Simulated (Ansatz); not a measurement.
A structure relaxed at PBE0-D4/def2-TZVP in Ansatz, charge 0, doublet:

Cartesian coordinates in Å:
```
Sb 1.0427 -1.4337 -0.4909
Ge 0.5628 0.6142 0.6617
Ge -1.6055 0.8195 -0.1707
```

Question: Give its formula and point group.

Answer: the cluster Ge2Sb. Point group Cs (tolerance 0.1 Å).

Question: Summarise the bond lengths by kind (pairs closer than 1.2 times the sum of covalent radii, bridged metal pairs left out).

Answer: 1 × Ge–Sb 2.40 Å; 1 × Ge–Ge 2.33 Å.

In the def2 sets Sb takes a core potential; there is no spin–orbit coupling. Another isomer (doublet) lies 1.11 eV lower at PBE0-D4/def2-TZVP; other spin states weren't run for this one.
